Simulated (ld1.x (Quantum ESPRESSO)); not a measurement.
Plane-wave convergence, PAW potential for chromium

* Element: Cr
* Generator: ld1.x (Quantum ESPRESSO) 7.5
* Type: PAW
* Functional: PBE
* Relativity: scalar-relativistic
* Frozen core: [Ne]
* Valence charge: 14
* Reference configuration: 3s2 3p6 3d5 4s0 4p1
* Partial waves: 3s (bound): rcut 1.55, rcutus 1.85 bohr; 4s (bound, empty): rcut 1.55, rcutus 1.85 bohr; 3p (bound): rcut 1.70, rcutus 2.00 bohr; 4p (bound): rcut 1.70, rcutus 2.00 bohr; 3d (bound): rcut 2.15, rcutus 2.50 bohr; 3d channel at 0.95 Ry: rcut 2.15, rcutus 2.50 bohr
* Local potential: all-electron potential smoothed inside 2.30 bohr (lloc = -1)
* Core correction: Bessel-smoothed model core inside 1.75 bohr
* Augmentation charge: PSQ, inside the norm-conserving radii

The pseudo-atom Hamiltonian at the reference potential is diagonalised in spherical Bessel functions j_l(qr) that vanish at 20 bohr, with q² up to the cutoff. All-electron valence levels (Ry): 3s -5.5408, 4s -0.3637, 3p -3.4438, 4p -0.1269, 3d -0.3139.

How do the lowest levels (Ry) of each channel move with the cutoff, and are there ghosts?

```csv
cutoff (Ry),s #1,s #2,p #1,p #2,d #1,f #1,f #2,Σ f·Δε (mRy)
8,-5.4741,-0.2697,-3.3056,-0.0836,-0.1895,0.0814,0.2008,1628.3
12,-5.5309,-0.2928,-3.4161,-0.0900,-0.3065,0.0814,0.2008,260.7
18,-5.5403,-0.3304,-3.4418,-0.0965,-0.3137,0.0814,0.2008,44.9
30,-5.5407,-0.3629,-3.4436,-0.1236,-0.3139,0.0814,0.2008,5.1
40,-5.5408,-0.3634,-3.4438,-0.1263,-0.3139,0.0814,0.2008,1.0
50,-5.5408,-0.3637,-3.4438,-0.1267,-0.3139,0.0814,0.2008,0.4
400,-5.5408,-0.3638,-3.4438,-0.1269,-0.3139,0.0814,0.2008,0.0
```

Result: no extra level below or beside the all-electron valence levels (s, p, d, f tested); 10 mRy is reached at 30 Ry and 1 mRy at 40 Ry.

Test run stopped at test 1 of 7 (negative rho).
